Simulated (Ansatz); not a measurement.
Ansatz (a quantum-chemistry and plane-wave program) input:

Ansatz 0.2 input:
```yaml
crystal:
  periodic: [false, false, false]
  atoms:
    - {symbol: Sn, position_ang: [0.00434563, -0.00040758, 0.04862414]}
    - {symbol: H, position_ang: [-0.12919566, -1.28652501, -1.22463579]}
    - {symbol: H, position_ang: [-0.08808596, 1.30690401, -1.20657105]}
basis:
  gaussian:
    orbitals: def2-SVP
total_charge: -1
magnetization: {spin_polarized: true, initial_magnetization: 1}
correlation: {method: ccsdt, electrons: outside_noble_gas}
```

Q: What final total energy does it print?

A: -214.59456 Eh (CCSDT/def2-SVP). The basis has 36 functions.
